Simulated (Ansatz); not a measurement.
A nudged elastic band was laid between two geometries of CH₃NOTe (7 atoms, charge 0, multiplicity 1).

These are results of RKS BHLYP-D4/def2-SVP (Ansatz 0.2.0), not measurements.

* movable images: 7
* climbing image: yes
* spring: 5.0 eV/Å²
* optimiser: quadratic models (default)
* start path: through a guess of the saddle point
* force threshold: 0.05 eV/Å
* iteration limit: 60
* end points: relaxed

Initial state:

```xyz
7
Properties=species:S:1:pos:R:3
N 0.543 -1.413 -0.129
C 0.131 -0.243 0.017
O 0.583 0.543 0.988
Te -1.336 0.762 -1.183
H 0.128 -1.911 -0.903
H 1.232 0.029 1.481
H -1.218 2.164 -0.318
```

Final state:

```xyz
7
Properties=species:S:1:pos:R:3
N 0.604 -1.071 0.177
C 0.119 0.179 0.305
O 0.447 0.962 1.136
Te -1.419 0.652 -1.183
H 0.382 -1.655 -0.606
H 1.336 -1.358 0.807
H -1.408 2.222 -0.681
```

Question: Which bonds break or form, and what moves?

Answer: Bonds broken: O3–H6. Bonds formed: N1–H6.

Question: Give the energies along the band, and the barrier.

Answer: The run converged. The highest image is number 4 of 0 to 8, 1.58 eV above the first end and 2.32 eV above the last; the last end lies 0.74 eV below the first. A vibrational analysis at the climbing image gives one clearly imaginary mode, 2117i cm⁻¹: a first-order saddle point. The orbitals stay closed-shell, which can raise the energy where a bond breaks towards radicals; this wasn't checked here.

```csv
image,path coordinate (Å),energy (eV),O3–H6 (Å),N1–H6 (Å)
0,0.00,0.00,0.96,2.27
1,0.24,0.09,0.97,2.06
2,0.48,0.40,0.98,1.81
3,0.73,1.02,1.07,1.56
4,0.97,1.58,1.30,1.33
5,1.28,0.67,1.65,1.10
6,1.59,-0.33,2.03,1.02
7,1.90,-0.68,2.36,1.01
8,2.21,-0.74,2.51,1.01
```

Question: What is the geometry of the highest image?

Answer: 
```xyz
7
Properties=species:S:1:pos:R:3
N 0.570 -1.217 0.057
C 0.073 -0.023 0.072
O 0.664 0.648 0.966
Te -1.467 0.771 -1.140
H 0.329 -1.968 -0.568
H 1.211 -0.532 0.996
H -1.319 2.252 -0.428
```

Question: What are the harmonic wavenumbers there?

Answer: 2117i, 157, 257, 349, 485, 496, 696, 950, 1160, 1171, 1529, 1662, 2224, 2229, 3739 cm⁻¹.

The run took 4.3 min on 2 threads of AMD EPYC 9R45 96-Core Processor (Zen 5), on a shared host, peak memory 0.21 GiB.
